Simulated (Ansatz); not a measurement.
```xyz
4

C     0.0000    0.0000   -0.9399
S     0.0000    0.0000    0.5379
H     0.0000   -0.8553   -1.4837
H     0.0000    0.8553   -1.4837
```

Basis set: cc-pVDZ (spherical functions). Frozen core: 6 orbitals. Charge 0, multiplicity 1.

Computed with Ansatz (development build ahead of 0.2.0); each method stands on the lowest determinant of its kind that the runs found. Restricted open shells among the atoms or ions are ROHF, correlated in semicanonical orbitals with singles.

Q: Give the atomization energy at this shape (free ground-state atoms in the same class of orbitals less the molecule, no zero-point energy) of singlet CH2S by RHF-MP2, RHF.

A:

```tsv
method	atomization energy
RHF-MP2	277.73 kcal/mol
RHF	206.25 kcal/mol
```

Caution: no unrestricted run beside it, a lower state can exist; the shape is not the minimum.
